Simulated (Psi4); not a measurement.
C$_{2}$H$_{6}$BFO (SMILES COB(C)F), singlet, at a GFN2-xTB geometry. Base run: CCSD(T)/cc-pVDZ (Psi4 1.11).

Here is a job for Psi4.
```
memory 2 GB

molecule {
0 1
  B    -0.02726911    0.00952520    0.51280596
  F    -0.42472207   -0.56170126    1.65631313
  C     0.75389314    1.39538477    0.57643490
  H     1.73902482    1.32154115    0.12048735
  H     0.88773193    1.71693558    1.60441521
  H     0.21571706    2.18165229    0.05086812
  O    -0.35905890   -0.69644921   -0.56651743
  C    -0.08104491   -0.35917147   -1.90116308
  H     0.55461067   -1.13689844   -2.33002145
  H    -1.02384698   -0.32798179   -2.45118360
  H     0.42098833    0.60675044   -1.98490499
}

set basis cc-pvdz
set freeze_core true

energy('ccsd(t)')
print_variables()
```

Variants of this job, named by their change:

| change | ΔE vs base (kcal/mol) | MP2 correlation (Eh) | basis functions | core-seconds (rough) |
|---|---|---|---|---|
| base | 0.000 | -0.73695 | 100 | 100 |
| method = mp3 | 18.99 | -0.73684 | 100 | 5 |
| method = mp4 | -0.550 | -0.73695 | 100 | 40 |
| method = fno-ccsd(t) | 0.000 | -0.73695 | 100 | 70 |
| method = qcisd(t) | -0.466 | -0.73695 | 100 | 90 |
| method = dlpno-mp2 | 39.43 | -0.73671 | 100 | 6 |
| method = mp2 | 39.36 | -0.73684 | 100 | 3 |
| method = ccsd | 11.81 | -0.73695 | 100 | 50 |
